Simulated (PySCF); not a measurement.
Telling isomers of C8H6N4 apart by NMR

[PySCF 2.14: geometry from GFN2-xTB; PBE0/pcSseg-1 with gauge-including orbitals; equivalent nuclei averaged; one conformer; gas phase; non-relativistic]

Shifts are taken against calculated references (same method and geometry level): TMS for 1H (σref 31.72) and 13C (σref 186.93). Where no couplings were computed, multiplicities follow the n + 1 count of equivalent neighbours, and m marks all less simple cases (inequivalent or close neighbours, rings, F or P nearby). Shifts are as computed. Against solution values, carbons near 30 ppm lie about +3 ppm off and those near 130 ppm about +5 ppm (rms about the fit 2.1 ppm; single classes can miss by 10 ppm). Of 1328 compounds with measured shifts, 309 miss one by over three times the rms of a fit or turn the order of signals round; such compounds aren't used in these exercises. Signals without a measured value on file couldn't be tested in this way; 1H shifts scatter by 0.2 ppm about their fit, and single ones miss by 0.5 ppm.

(1) Tabulate the signals of `Cn1nc2ccc(C#N)cc2n1`, `Cc1cccc2c(C#N)nnn12` and their relative energies.

(2) What is the quickest way to tell Cn1nc2ccc(C#N)cc2n1 from Cc1cccc2c(C#N)nnn12?

## Answers

(1) 
| SMILES | carbon types | δC | δH | E rel. (kcal/mol) |
| --- | --- | --- | --- | --- |
| Cn1nc2ccc(C#N)cc2n1 | 4×C 3×CH 1×CH3 | 150.2, 149.9, 134.5, 132.3, 125.5, 124.9, 114.3, 43.6 | 8.66 (s, 1H), 8.32 (d, 1H), 7.95 (d, 1H), 4.67 (s, 3H) | 0.0 |
| Cc1cccc2c(C#N)nnn12 | 4×C 3×CH 1×CH3 | 146.1, 142.9, 133.8, 121.4, 119.8, 118.0, 117.3, 20.7 | 8.20 (d, 1H), 7.72 (m, 1H), 7.20 (d, 1H), 3.13 (s, 3H) | 4.9 |

Energies are electronic energies at PBE0/pcSseg-1 on these geometries, without zero-point or thermal terms, each for the one conformer computed, which needn't be the lowest.

(2) Both give the same number of carbon signals, with the same numbers of each carbon type, so the positions decide. The first has a methyl carbon bonded to N (CH3) at 43.6 ppm, the second a methyl carbon on an aromatic ring (CH3) at 20.7 ppm. Their most deshielded carbons lie at 150.2 and 146.1 ppm. In the proton spectra the most deshielded non-exchanging signals are 8.66 (s, 1H) and 8.20 (d, 1H).
